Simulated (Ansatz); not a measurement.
A structure relaxed at PBE-D4/def2-SVP in Ansatz, charge 0, singlet:

```xyz
5

W     0.116   -0.026    0.012
S    -0.897    0.441   -1.813
S    -1.343    0.067    1.574
F     1.390    1.301    0.327
F     0.734   -1.784   -0.100
```

Give its formula, name or SMILES and point group.

WS2F2. Point group C2v (tolerance 0.1 Å).

Summarise the bond lengths by kind (pairs closer than 1.2 times the sum of covalent radii, bridged metal pairs left out).

2 × S–W 2.14 Å; 2 × F–W 1.87 Å. The metal has 4 neighbours: S 2.14 Å, S 2.14 Å, F 1.87 Å, F 1.87 Å.

In the def2 sets W takes a core potential; there is no spin–orbit coupling.
